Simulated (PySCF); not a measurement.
# Dipole response of As²⁺ (arsenic, charge +2)

[Ar] 3d10 4s2 4p1, 2P determinant. Computed with PySCF 2.14 in aug-cc-pwCVDZ-PP with ECP10MDF (6s5p4d1f, 48 functions), with scalar relativity through the core potential. Coupled (time-dependent) response in atomic units; α is the mean over directions. A double-zeta set is small for polarisabilities.

```tsv
method	mean α (bohr³)	α xx, yy, zz	C₆ (like pair)	S(−4)
UHF	10.81	10.88, 10.68, 10.88	47.76	41.66
PBE	10.18	10.06, 10.44, 10.06	43.89	36.33
PBE0	10.30	10.24, 10.42, 10.24	44.62	37.12
TPSS	10.38	10.33, 10.48, 10.33	45.32	37.49
PW91	10.12	9.986, 10.37, 9.986	43.46	35.82
```

S(−4) is the Cauchy moment in α(ω) = α(0) + S(−4) ω² + …

Spin-orbit coupling is absent.

α(iu) at PBE:

```csv
u (hartree),α(iu) (bohr³)
0,10.18
0.0500,10.09
0.100,9.834
0.200,8.923
0.300,7.749
0.500,5.517
0.750,3.625
1.00,2.524
1.50,1.450
2.00,0.9782
3.00,0.5798
5.00,0.3141
```

A single London oscillator, α(iu) = α/(1 + u²/ω²), gives C₆ = (3/4) ω α². Matching the computed C₆ needs ω = 4 × 43.89 / (3 × 10.18²) = 0.565 hartree.

For an ion, C₆ is the dispersion term alone; charge-induced terms of lower order in 1/R come first.

The components differ because the open shell of this determinant is not spherical; for a pure term their mean is the scalar polarisability.

Energies and moments cover only the electrons outside the core potential.
